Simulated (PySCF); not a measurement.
Computed IR spectrum (relative IR intensity) of a molecule C2H8BNO. Coordinates come from a PBE0-D3(BJ)/def2-SVP optimisation. The values are those of a single conformer. All values below come from PBE0-D3(BJ)/def2-SVP in PySCF 2.14.0. Frequencies are harmonic and unscaled.

ν (cm⁻¹): 420 (m), 471 (w), 897 (w), 1142 (w), 1270 (w), 1374 (m), 1393 (vs), 1479 (vw), 1500 (w), 1602 (s), 3003 (w), 3076 (w), 3139 (w), 3158 (w), 3651 (w), 3757 (w) (against the strongest line: vs over 80 %, s over 45 %, m over 15 %, w over 4 %, vw less)

Problem. Identify the compound among the candidates.
A) COB(C)N
B) CNBOC
C) CCOBN
D) CN(C)BO

Solution. A, COB(C)N
